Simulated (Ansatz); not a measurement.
`[Cl][GeH]` + `CNC` → `C[N](C)[GeH]` + HCl at 400 K and 1 bar (ligand exchange at a Ge–Cl bond).

Gas-phase electronic energies from Ansatz, PBE0-D4/def2-TZVP geometries. CBS: MP2 limit from def2 TZ/QZ plus the TZ coupled-cluster correction, frozen cores. This one scheme is used for every species. For Ge outer-core shells are correlated without core-valence functions, which leaves a few kJ/mol of doubt a bond. Scalar relativity is left out up to krypton.

```tsv
species	CCSD(T)/CBS energy (Eh)	H − E (kJ/mol)	S (J/(mol·K))
`[Cl][GeH]`	-2536.49422	33.6	277.3
`CNC`	-135.00321	264.6	293.2
`C[N](C)[GeH]`	-2211.10778	262.1	348.7
HCl	-460.38127	29.6	195.4
```

H − E and S are ideal-gas, rigid-rotor, harmonic terms from PBE0-D4/def2-TZVP. 1 Eh = 2625.50 kJ/mol, R = 8.31446 J/(mol·K).

Problem. By hand: ΔE, ΔH, ΔS and ΔG.

Solution. ΔE = (-2211.10778) + (-460.38127) − (-2536.49422) − (-135.00321) = 0.00838 Eh = 22.0 kJ/mol. Δ(H − E) = 262.1 + 29.6 − 33.6 − 264.6 = -6.5, so ΔH = 15.5 kJ/mol. ΔS = 348.7 + 195.4 − 277.3 − 293.2 = -26.4 J/(mol·K). ΔG = 15.5 − 400 × (-26.4)/1000 = 26.1 kJ/mol.

Problem. By hand: the equilibrium constant, and the temperature at which ΔG would vanish if ΔH and ΔS stayed fixed.

Solution. log₁₀ K = −ΔG/(RT ln 10) = -3.4. ΔH and −TΔS have one sign here, so there is no such temperature.

TΔS isn't small against ΔH here. A doubt of 5 kJ/mol in ΔE shifts log₁₀ K by 0.7 here. These are equilibria of isolated gas molecules and say nothing of rates. Largest T1 diagnostic: 0.016 (customary marks: 0.02 for closed shells, 0.045 for open ones).
